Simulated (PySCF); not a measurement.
Cartesian coordinates in Å; atom numbers follow the order of the lines, from 1:
```xyz
18

O    -0.6538    2.3533   -1.0248
C    -1.4789    1.6284   -0.5166
C    -1.2291    0.3395    0.1180
C    -2.1637   -0.5066    0.7165
C    -1.4113   -1.5976    1.1638
N    -0.1199   -1.4397    0.8686
N    -0.0198   -0.2844    0.2455
C     1.2548    0.1872   -0.2196
C     2.4789   -0.1305    0.5797
C     2.2463   -0.8068   -0.7383
H    -2.5593    1.9141   -0.4943
H    -3.2341   -0.3341    0.8044
H    -1.7419   -2.4928    1.6881
H     1.1512    1.1594   -0.7012
H     2.3230   -0.7368    1.4753
H     3.2449    0.6448    0.6595
H     2.8458   -0.5177   -1.6050
H     1.9381   -1.8546   -0.7034
```

Geometry: PBE0-D3(BJ)/def2-SVP; GIAO absolute shieldings from PySCF 2.14.0 with density-fitted response routines, gas phase, non-relativistic, averaged over equivalent atoms.

At PBE0/pcSseg-1 (210 basis functions, 42 s wall time on 1 thread of an Arm Neoverse V2, shared host):
```tsv
atoms	σ (ppm)
O1	-287.8
C2	1.5
C3	41.2
C5	43.2
C4	63.4
C8	151.6
C9/C10	173.6
N6	-82.5
N7	16.2
H11	21.38
H13	23.87
H12	24.53
H14	25.74
H15/H18	29.85
H16/H17	30.30
```

Problem. Predict the values at B97-2/pcSseg-1 on the same geometry.

Solution. 
```tsv
atoms	σ at B97-2/pcSseg-1	change
O1	-268.7	+19.1
C2	5.1	+3.6
C3	43.3	+2.1
C5	45.2	+2.0
C4	65.4	+2.0
C8	151.0	-0.6
C9/C10	172.7	-0.9
N6	-77.3	+5.2
N7	18.9	+2.7
H11	21.56	+0.18
H13	24.02	+0.15
H12	24.70	+0.17
H14	25.85	+0.11
H15/H18	29.96	+0.11
H16/H17	30.41	+0.11
```

The largest change is at O1 (aldehyde oxygen). Cost: 210 basis functions, 31 s wall time on 1 thread of an Arm Neoverse V2, shared host. The order of the carbon signals is the same at both levels.
